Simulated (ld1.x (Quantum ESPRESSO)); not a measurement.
## Ranking PAW potentials for vanadium (V)

All share these settings but for the change named:

- Element: V (Z = 23)
- Generator: ld1.x (Quantum ESPRESSO) 7.5
- Type: PAW
- Functional: PBE
- Relativity: scalar-relativistic
- Frozen core: [Ar]
- Valence charge: 5
- Reference configuration: 3d3 4s1.75 4p0.25
- Partial waves: 4s (bound): rcut 2.00, rcutus 2.50 bohr; 4s channel at 0.4 Ry: rcut 2.00, rcutus 2.50 bohr; 4p (bound): rcut 2.35, rcutus 2.95 bohr; 4p channel at 1.3 Ry: rcut 2.35, rcutus 2.95 bohr; 3d (bound): rcut 1.40, rcutus 1.85 bohr; 3d channel at 2.15 Ry: rcut 1.40, rcutus 1.85 bohr
- Local potential: all-electron potential smoothed inside 2.50 bohr (lloc = -1)
- Core correction: a·sin(br)/r model core, default radius (ld1.x builds one for every PAW set, though the input has nlcc=.false.)
- Augmentation charge: BESSEL, radius 1.30 bohr

Cutoff: the first of the cutoffs (Ry, on a coarse ladder) from which the occupation-weighted sum of valence levels, in a spherical-Bessel basis at the reference potential, stays within 10 and 1 mRy of its value at 400 Ry; the density cutoff is not measured.

The base gives 30 Ry.

Of 8 variants that were run, those that failed, showed a ghost or another fault, or gave nearly equal values are left out.

A variant can come out equal or close to the base.

(1) Rank these variants from softest to hardest (loose cutoff).
A. waves 3d (bound): rcut 1.40, rcutus 2.30 bohr; 3d channel at 2.15 Ry: rcut 1.40, rcutus 2.30 bohr
B. waves 3d (bound): rcut 1.40, rcutus 2.48 bohr; 3d channel at 2.15 Ry: rcut 1.40, rcutus 2.48 bohr
C. waves 3d (bound): rcut 1.40, rcutus 1.84 bohr; 3d channel at 2.15 Ry: rcut 1.40, rcutus 1.84 bohr
D. waves 3d (bound): rcut 1.40, rcutus 2.12 bohr; 3d channel at 2.15 Ry: rcut 1.40, rcutus 2.12 bohr
E. waves 3d (bound): rcut 1.10, rcutus 1.16 bohr; 3d channel at 2.15 Ry: rcut 1.10, rcutus 1.16 bohr

Results:

(1) B (15 Ry), A (18 Ry), D (21 Ry), C (30 Ry), E (70 Ry).
